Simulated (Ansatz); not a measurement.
Cost and result for the atomization energy of C2H9NSSi (`CN[SiH](C)S`) (14 atoms, 13 bonds).

```xyz
14

C     1.665   -1.003    0.602
N     0.511   -1.066   -0.266
Si   -0.516    0.239   -0.676
C    -0.745    1.339    0.808
S    -2.325   -0.711   -1.332
H     2.600   -0.783    0.071
H     1.798   -1.944    1.144
H     1.524   -0.222    1.352
H     0.521   -1.850   -0.899
H    -0.077    1.093   -1.822
H    -1.492    2.103    0.582
H    -1.092    0.769    1.673
H     0.183    1.852    1.075
H    -2.555    0.181   -2.309
```

Charge 0, multiplicity 1. The structure was optimised at the PBE0-D4/def2-TZVP level. It is one conformer, not always the lowest. Program: Ansatz. All runs use 4 threads of a server CPU on a shared host. Times are those of one run each, without the atoms' runs, and a repeat can differ threefold. Electronic energies, without spin–orbit coupling; frozen cores. CCSD(T)/CBS adds CCSD(T) − MP2 in def2-TZVPP to the MP2 limit, and its time is that of the two runs behind it. T1 = 0.010. B3LYP takes the VWN-RPA correlation (the form of Gaussian; ORCA's B3LYP/G). HSE06 is the plane-wave form, built on full-range PBE exchange.

CCSD(T)/CBS is a level of theory with its own doubt, some kJ/mol a heavy atom from the limit and from the frozen cores, so smaller differences don't rank the functionals.

```json
{"level": "LDA (SPW92)/def2-TZVPP", "functions": "303", "wall time": "1.1 s", "atomization (kcal/mol)": "1351.0", "difference from CCSD(T)/CBS": "155.8", "per bond": "12.0"}
{"level": "BLYP-D4/def2-TZVPP", "functions": "303", "wall time": "1.7 s", "atomization (kcal/mol)": "1189.3", "difference from CCSD(T)/CBS": "-5.9", "per bond": "-0.5"}
{"level": "PBE-D4/def2-TZVPP (with forces)", "functions": "303", "wall time": "2 s", "atomization (kcal/mol)": "1208.9", "difference from CCSD(T)/CBS": "13.7", "per bond": "1.1"}
{"level": "PBE0-D4/def2-TZVPP", "functions": "303", "wall time": "2.5 s", "atomization (kcal/mol)": "1195.1", "difference from CCSD(T)/CBS": "-0.1", "per bond": "0.0"}
{"level": "HSE06-D4/def2-TZVPP", "functions": "303", "wall time": "2.7 s", "atomization (kcal/mol)": "1195.8", "difference from CCSD(T)/CBS": "0.6", "per bond": "0.0"}
{"level": "CCSD(T)/def2-SVP", "functions": "123", "wall time": "3 s", "atomization (kcal/mol)": "1119.5", "difference from CCSD(T)/CBS": "-75.7", "per bond": "-5.8"}
{"level": "B3LYP-D4/def2-TZVPP (with forces)", "functions": "303", "wall time": "3.9 s", "atomization (kcal/mol)": "1196.0", "difference from CCSD(T)/CBS": "0.8", "per bond": "0.1"}
{"level": "PBE-QIDH/def2-TZVPP", "functions": "303", "wall time": "4.4 s", "atomization (kcal/mol)": "1185.7", "difference from CCSD(T)/CBS": "-9.5", "per bond": "-0.7"}
{"level": "B97M-V/def2-TZVPP", "functions": "303", "wall time": "5.5 s", "atomization (kcal/mol)": "1199.2", "difference from CCSD(T)/CBS": "4.0", "per bond": "0.3"}
{"level": "ωB97M-V/def2-TZVPP (with forces)", "functions": "303", "wall time": "8 s", "atomization (kcal/mol)": "1200.5", "difference from CCSD(T)/CBS": "5.3", "per bond": "0.4"}
{"level": "MP2/def2-QZVPP", "functions": "581", "wall time": "21 s", "atomization (kcal/mol)": "1190.0", "difference from CCSD(T)/CBS": "-5.2", "per bond": "-0.4"}
{"level": "CCSD(T)/def2-TZVPP", "functions": "303", "wall time": "2.9 min", "atomization (kcal/mol)": "1163.0", "difference from CCSD(T)/CBS": "-32.2", "per bond": "-2.5"}
{"level": "CCSD(T)/CBS(def2)", "functions": "–", "wall time": "3.3 min", "atomization (kcal/mol)": "1195.2", "difference from CCSD(T)/CBS": "0.0", "per bond": "0.0"}
```

At CCSD(T), def2-SVP lies −75.7 kcal/mol from the extrapolated value and def2-TZVPP −32.2 kcal/mol: correlation converges slowly with the basis, and small sets miss more of it in the bonded molecule than in its fragments. From r2SCAN to r2SCAN0 (25 % exact exchange), in def2-TZVPP and without D4, the atomization energy moves by −12.5 kcal/mol: exact exchange takes away binding that semilocal exchange gives to molecules. The D4 term adds +12.1 kcal/mol with B3LYP and +6.4 kcal/mol with PBE0; it sums over pairs of atoms, weighted by their polarisabilities, and B3LYP, whose exchange is more repulsive, gets the larger term.
